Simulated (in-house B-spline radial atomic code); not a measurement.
Values are calculated unless marked as measured or tabulated.
# Building a PAW s channel for Cl, r_c = 1.58 bohr

Cl, [Ne] 3s2 3p5, non-relativistic LDA (VWN5), spherical and spin-unpolarised, from a B-spline radial code for spherical atoms (atomic units; all potentials screened as in the neutral atom).

Two all-electron partial waves φ1, φ2 are integrated outwards at E1 = ε(3s) = -0.754458 and E2 = E1 + 1 hartree; φ1 is the bound orbital and φ2 has unit norm inside r_c = 1.5844 bohr. Smooth partners are polynomials, r^1(a0 + a1 r² + a2 r⁴ + a3 r⁶), matched to φ and three derivatives at r_c, with no condition on the norm. The local potential is -7.79694 + (6.85069) r² + (-2.6242) r⁴ + (0.380043) r⁶ inside 1.2972 bohr and the all-electron one outside.

```json
{"wave": "1", "φ(r_c)": "0.8123833", "φ'(r_c)": "-0.4007312", "a0": "1.146407", "a1": "-0.312876", "a2": "0.02008804", "a3": "0.001591186"}
{"wave": "2", "φ(r_c)": "0.5425017", "φ'(r_c)": "-2.106347", "a0": "2.21503", "a1": "-1.019563", "a2": "0.1151266", "a3": "-0.002442789"}
```

Inside r_c the overlaps are <φi φj> = [[0.58533, 0.74688], [0.74688, 1.00000]] and, for the smooth waves, [[0.75660, 1.05755], [1.05755, 1.56185]]. With χj = (Ej − T − V_local) applied to smooth wave j, the program's quadrature gives the matrix B_ij = <smooth i, χj> as [[1.27443, 2.45139], [2.14072, 4.13842]].

Check the match of the first wave, and find the augmentation charges q_ij.

At r_c the four terms are 1.81637, -1.24442, 0.20057, 0.03988, which sum to 0.8124, φ1(r_c) to rounding. q_ij is the all-electron overlap less the smooth one: [[-0.17127, -0.31067], [-0.31067, -0.56185]]. The smooth first wave has a norm of 0.7566 inside r_c against 0.5853, so q11 is negative and must stay small enough for the overlap operator to be positive.

B isn't symmetric. Show that D_ij = B_ij + Ej q_ij is.

Integrating by parts gives B12 − B21 = (E1 − E2) q12: 2.45139 − (2.14072) = 0.31067, and −1 × (-0.31067) = 0.31067. So D12 = 2.45139 + (0.245542)(-0.31067) = 2.37511 and D21 = 2.14072 + (-0.754458)(-0.31067) = 2.37511; D11 = 1.40365, D22 = 4.00046. The projectors, p = (B⁻¹)ᵀ χ, are dual to the smooth waves; det B = 0.026, small beside B11 B22, as the two smooth waves look alike inside r_c.

Solving (T + V_local + Σ p D p) ψ = E (1 + Σ p q p) ψ in a sphere of 9 bohr gives these levels:

| all-electron | one projector | two projectors |
| --- | --- | --- |
| -0.754458 | -0.754458 | -0.754458 |
| 0.015800 | 0.014215 | 0.015800 |
| 0.278971 | 0.273775 | 0.278971 |
| 0.705672 | 0.687543 | 0.705667 |
| 1.282720 | 1.222990 | 1.282650 |

What does the second projector gain?

With one projector the errors are 0.00, -1.59, -5.20, -18.13, -59.73 millihartree. With two the errors are 0.00, 0.00, 0.00, 0.00, -0.07 millihartree. The scattering is exact at E1 and at E2 = 0.246, and over all levels compared the largest error is 0.07 millihartree. The lowest eigenvalue of the overlap operator is 0.5722 with one and 0.1501 with two projectors. The smooth orbital alone needs a cutoff of 6.62 hartree for 1 millihartree of kinetic energy, against 23.9 for a norm-conserving Troullier-Martins orbital of the same radius; part of the gain comes from giving up the norm, part from the simpler form.
